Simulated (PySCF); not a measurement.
4-fluorobenzenesulfonic acid, C₆H₅FO₃S.
SMILES with atom numbers: `[O:1]=[S:2](=[O:3])([OH:4])[c:5]1[cH:6][cH:7][c:8]([F:9])[cH:10][cH:11]1` (hydrogens: H12 on O4; H13 on C6; H14 on C7; H15 on C10; H16 on C11)

Computed with PySCF, PBE0-D3(BJ)/def2-SVP geometry optimisation, gas phase.

Question: What internal coordinates does the optimisation give?

Answer: 
| bond | length (pm) | order |
| --- | --- | --- |
| O1=S2, S2=O3 | 144.8 | double |
| S2–O4 | 162.4 | single |
| S2–C5 | 176.9 | single |
| C5–C6, C5–C11 | 139.5 | aromatic |
| C6–C7, C10–C11 | 139.0 | aromatic |
| C7–C8, C8–C10 | 139.2 | aromatic |
| C8–F9 | 132.6 | single |
| O4–H12 | 97.0 | single |
| C6–H13, C11–H16 | 109.2 | single |
| C7–H14, C10–H15 | 109.1 | single |

Bonds in one row agree within 1 pm and their mean is given. Orders are formal, as drawn. A selection of angles:
| angle | degrees |
| --- | --- |
| O1–S2–O3 | 123.0 |
| O1–S2–O4 | 105.4 |
| O1–S2–C5 | 108.6 |
| O3–S2–O4 | 106.9 |
| O4–S2–C5 | 102.4 |
| S2–C5–C6 | 119.6 |
| C6–C5–C11 | 121.6 |
| C5–C6–C7 | 119.2 |
| C6–C7–C8 | 118.9 |
| C7–C8–F9 | 119.0 |
| C7–C8–C10 | 122.1 |
| H12–O4–S2 | 107.8 |

Dihedral angles: O1–S2–C5–C6 -155° (antiperiplanar); H12–O4–S2–O1 152° (antiperiplanar). The mirror-image conformer, all signs reversed, is as good.

O4 (hydroxyl oxygen) is bent (angle 107.8°). Of the pairs four or more bonds apart, O3···H13 is among the closest relative to their van der Waals radii: 2.55 Å, 94 % of the sum of Bondi's values. S2 (sulfonyl sulfur) is distorted tetrahedral (angles from 102.4° to 123.0°). The 6-membered ring C5–C6–C7–C8–C10–C11 has internal angles of 118.9° to 122.1° (sum 720°, against 720° for a flat polygon); it is planar, 0.00 Å rms from its mean plane, widest ring torsion 1°. The O–S distances run from 1.444 Å (O1=S2, drawn double) to 1.624 Å (S2–O4, drawn single), a spread of 0.180 Å.

Whether it is a minimum is left open (no frequencies). The numbers are those of one conformer (O1–S2–O4–H 152°, O1–S2–C5–C6 -155°).
